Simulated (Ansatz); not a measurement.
Born–Oppenheimer molecular dynamics of GaH₃ (4 atoms, charge 0, multiplicity 1). It starts from a relaxed structure.

Level of theory: Ansatz, RKS B3LYP-D4/def2-SVP.

```
ensemble        : NVT, Nosé–Hoover chain
time step       : 1 fs
steps asked     : 150
set temperature : 1500 K
thermostat      : time constant 50 fs, chain length 3
seed            : 590374
```

First frame:

```xyz
4
Properties=species:S:1:pos:R:3
Ga 0.000 0.000 0.000
H 0.000 0.000 1.573
H 1.362 0.000 -0.787
H -1.362 0.000 -0.787
```

Task: How far do the bonds stretch over the last three quarters of this one trajectory? (Pairs bonded in most of those frames.)

Result: 
```csv
bond,mean (Å),spread (Å),shortest,longest
Ga1–H2,1.584,0.033,1.52,1.65
Ga1–H3,1.606,0.118,1.41,1.81
Ga1–H4,1.624,0.119,1.42,1.83
```

Mean temperature of the second half: 1848 K. The conserved energy stayed within 4.2 meV per atom of its start (net change 2.5 meV per atom), so the integration is sound. The mean temperature of the second half is 23 % above the set value. A run of 0.15 ps of so small a system gives no equilibrium averages.

Time of the run: 2.1 min on 1 thread of Arm Neoverse V1 (shared host), peak memory 0.09 GiB.
